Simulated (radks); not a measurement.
Ionisation of the tantalum ion Ta3+, [Xe] 4f14 5d2, to [Xe] 4f14 5d1 as the strength of local exchange is varied. All-electron calculation, scalar-relativistic Kohn-Sham, Slater X-alpha exchange (alpha = 2/3 is LDA exchange), no correlation, spin-polarised, spherical densities, point nucleus; open shells are filled with parallel spins first (spin-orbit coupling, left out, can overturn this in heavy ions). Program: a radial shooting solver on a logarithmic mesh with Libxc functionals.

alpha,E(Ta3+) (hartree),exchange (hartree),IE (eV),-e of the level emptied (eV),<r> of it (bohr)
0.556,-15536.6691,-247.4222,32.752,27.130 (5d),1.913
0.642,-15575.1743,-286.4490,34.202,28.509 (5d),1.871
0.645,-15576.5193,-287.8140,34.253,28.558 (5d),1.870
0.667,-15586.3868,-297.8318,34.631,28.918 (5d),1.860
0.703,-15602.5479,-314.2528,35.255,29.514 (5d),1.843
0.714,-15607.4895,-319.2774,35.447,29.698 (5d),1.838
0.76,-15628.1727,-340.3249,36.258,30.473 (5d),1.818
0.923,-15701.6968,-415.3684,39.222,33.322 (5d),1.751

NIST Atomic Spectra Database: 35 +/- 1.7 eV (theoretical). The Delta-SCF value meets it near alpha = 0.69. Open shells are spherical and high-spin; term and fine-structure splittings are not resolved. Spin-orbit splitting is averaged out at the scalar-relativistic level.
